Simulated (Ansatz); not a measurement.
System: C4H3O2, net charge 0, doublet state. It need not be the lowest isomer of its formula. 
Coordinates optimised at B3LYP-D3(BJ)/def2-TZVP (Ansatz, a program for electronic structure):
```
C
O 1 1.3391
H 2 0.9661 1 109.08
O 1 1.3518 2 116.73 3 0.00
C 1 1.3604 2 130.73 3 180.00
H 5 1.0742 1 127.32 2 0.00
C 4 1.4013 1 106.85 2 180.00
C 7 1.3393 4 106.58 1 0.00
H 7 1.0721 8 137.11 5 180.00
```
Charge 0, spin multiplicity 2.

Total electronic energies in hartree. Valence correlation only, unless marked. Open shells are spin-unrestricted. Spin-orbit coupling is left out. Non-relativistic. CBS(X,Y): correlation extrapolated as X^-3; Hartree-Fock from the larger set.

The UHF reference is spin-contaminated (<S^2> 0.26 over the pure value in the largest basis). 

```tsv
level	program	energy (Eh)
HF/cc-pVTZ	Ansatz	-302.94255
PBE-D3(BJ)/def2-TZVPD	Ansatz + dftd3	-304.33544
BLYP-D4/def2-TZVPD	Ansatz + dftd4	-304.61244
BLYP/def2-TZVPD	Ansatz	-304.59629
PBE0-D3(BJ)/def2-TZVP	Ansatz + dftd3	-304.33647
SCS-MP2/6-31G	Ansatz	-303.21768
CCSD/6-31G	Ansatz	-303.27780
CCSD(T)/6-31G*	Ansatz	-303.71379
CCSD(T)/CBS(cc-pVTZ,cc-pVQZ)	Ansatz	-304.2058
```

Totals of different functionals don't rank their quality; only differences between species are comparable.
